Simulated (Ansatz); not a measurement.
Q: Name a neutral molecule of C, O, S, Zn and H with HOMO–LUMO gap (PBE0/def2-TZVPP) between 6.10 and 6.40 eV and HOMO–LUMO gap (PBE/def2-TZVPP) between 4.10 and 4.40 eV (Ansatz, PBE0-D4/def2-TZVP geometry).

A: `O[CH2][Zn][SH]` (6.27 eV, 4.27 eV). Other molecules can fit too; these were computed, each in one conformer that needn't be the lowest.
